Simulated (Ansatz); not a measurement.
Relaxation of BClH₃Si₂ (7 atoms, charge -1, multiplicity 1), to a largest force component of 0.02 eV/Å in at most 50 steps.

Method: RKS PBE-D4/def2-SVP in Ansatz 0.2.0.

```xyz
7
Properties=species:S:1:pos:R:3
Si -0.401 1.159 -0.200
B 0.358 -0.438 0.483
Si 0.556 -2.148 0.020
Cl 1.554 -3.902 1.050
H 0.094 1.719 -1.524
H 0.666 0.215 1.404
H -1.892 1.217 -0.490
```

Q: Where does it end, and by what steps?

A: The forces met the threshold. Limits of this set-up: an anion without diffuse functions. After 15 steps the energy has fallen by 2.344 eV; H6 moved furthest, 1.16 Å.

```
step  energy less start (eV)  largest force component (eV/Å)  accepted
   0                  0.0000                           2.445       yes
   1                 -0.5886                           2.192       yes
   2                 -0.9096                           1.131       yes
   3                 -1.1407                           0.991       yes
   4                 -1.3981                           1.508       yes
   5                 -1.6388                           1.584       yes
   6                 -1.8680                           1.317       yes
   7                 -2.0741                           0.477       yes
   8                 -2.1954                           0.437       yes
   9                 -2.2594                           0.582       yes
  10                 -2.2872                           0.367       yes
  11                 -2.3201                           0.228       yes
  12                 -2.3155                           0.335        no
  13                 -2.3409                           0.040       yes
  14                 -2.3437                           0.025       yes
  15                 -2.3438                           0.012       yes
```

```xyz
7
Properties=species:S:1:pos:R:3
Si -0.436 0.874 -0.381
B 0.159 -0.461 0.808
Si 1.036 -1.688 -0.460
Cl 1.660 -3.414 0.815
H -0.155 0.835 -1.871
H -0.056 -0.461 2.011
H -1.273 2.139 -0.180
```

Whether the end is a true minimum wasn't checked by a vibrational analysis.

The run took 20 s on 2 threads of AMD EPYC 7B13 (Zen 3), on a shared host, peak memory 0.14 GiB.
